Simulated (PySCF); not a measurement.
C2H5ClFNSi, SMILES N[Si@H](Cl)/C=C/F. Geometry: TPSSh-D3(BJ)/def2-SVP. The structure was generated by enumeration; whether it is a known compound was not checked. The values are those of a single conformer.

**Question.** Give the equilibrium geometry at TPSSh-D3(BJ)/def2-SVP (PySCF confirms it by a frequency run) as bond lengths and angles. (Estimate from the structure and the level; the computed values follow.)

**Answer.** One answer among several that fit: 
Atoms: N1 Si2 Cl3 C4 C5 F6 H7 H8 H9 H10 H11. Bond lengths (Å): N1–Si2 1.718, N1–H7 1.018, N1–H8 1.018, Si2–Cl3 2.108, Si2–C4 1.853, Si2–H9 1.480, C4–C5 1.337, C4–H10 1.097, C5–F6 1.337, C5–H11 1.094. Angles (°): Si2–N1–H7 119.8, Si2–N1–H8 119.6, H7–N1–H8 110.7, N1–Si2–Cl3 114.9, N1–Si2–C4 108.7, N1–Si2–H9 107.1, Cl3–Si2–C4 106.5, Cl3–Si2–H9 105.3, C4–Si2–H9 114.5, Si2–C4–C5 123.5, Si2–C4–H10 119.1, C5–C4–H10 117.4, C4–C5–F6 122.8, C4–C5–H11 125.2, F6–C5–H11 112.0.
